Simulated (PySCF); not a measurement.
H6PSi2, SMILES [SiH3][P][SiH3], multiplicity 2. Atoms are numbered in the order given.

```xyz
9

Si     1.6713    -0.0009     0.4286
P      0.0000     0.0000    -1.1092
Si    -1.6713     0.0009     0.4286
H      1.7612     1.3506     1.0592
H      2.9641    -0.3105    -0.2449
H      1.4259    -1.0087     1.5041
H     -1.4259     1.0087     1.5041
H     -2.9641     0.3105    -0.2449
H     -1.7612    -1.3506     1.0592
```
Charge 0, spin multiplicity 2.

Geometry: B3LYP-D3(BJ)/def2-SVP. The isomer is the one that the SMILES or the coordinates give; other isomers of the formula were not compared.

Computed with ωB97X/def2-TZVPD (PySCF).

Computed frontier levels, dipole moment and polarisability:
```
Quantity                                                                                                         Value
---------------------------------------------------------------------------------------------  -----------------------
α spin, highest occupied and lowest empty level                                                      -9.41 and 1.61 eV
β spin, highest occupied and lowest empty level                                                     -9.78 and -1.73 eV
dipole moment                                                                                                   0.62 D
quadrupole, principal values (traceless, Buckingham form, about the centre of nuclear charge)    -2.68, 0.90, 1.77 D·Å
mean static polarisability                                                                       87.1 bohr³ (12.90 Å³)
polarisability, principal values                                                               70.4, 85.9, 104.9 bohr³
⟨S²⟩                                                                                           0.756 (pure state 0.75)
```
